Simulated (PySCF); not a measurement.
Species: trimethylsilane iodide, C₃H₉ISi.
InChI=1S/C3H9ISi/c1-5(2,3)4/h1-3H3

Computed, not measured: PBE0-D3(BJ)/def2-SVP geometry optimisation, gas phase, def2 core potentials past Kr (PySCF 2.14.0).

Masses are those of the commonest isotopes; rigid-rotor values at the optimised geometry. 

Q: What are A, B and C (MHz)?

A: Ia = 162.61, Ib = 465.23, Ic = 465.34 u·Å²; 505379 MHz·u·Å²/I gives A = 3108, B = 1086, C = 1086 MHz.

Q: Classify the top.

A: A prolate symmetric top, as the point group C3v requires two equal moments; Ray's κ = -1.000.

Q: Where do the R-branch lines fall?

A: The dipole of 2.67 D lies along the symmetry axis, so ΔK = 0 and J+1 ← J falls at 2B(J+1) for every K: 2.17 GHz, 4.34 GHz, 6.52 GHz, 8.69 GHz, 10.86 GHz for J = 0 to 4.

Q: Estimate the classical rotational partition function at 100 K, 200 K and 500 K.

A: Point group C3v, symmetry number σ = 3; q = (√π/σ)·√((kT/h)³/(ABC)), k/h = 20836.6 MHz/K: 29300 at 100 K, 83000 at 200 K, 328000 at 500 K.

Stationary, but not proved a minimum. These are rigid-rotor constants of the computed structure; measured ground-state constants (B0) also hold zero-point vibration.

On Arm Neoverse V1, one thread, no GPU, on a shared host, this took 97 s of wall time and 0.58 GiB of memory at its peak. These figures are those of the optimisation.
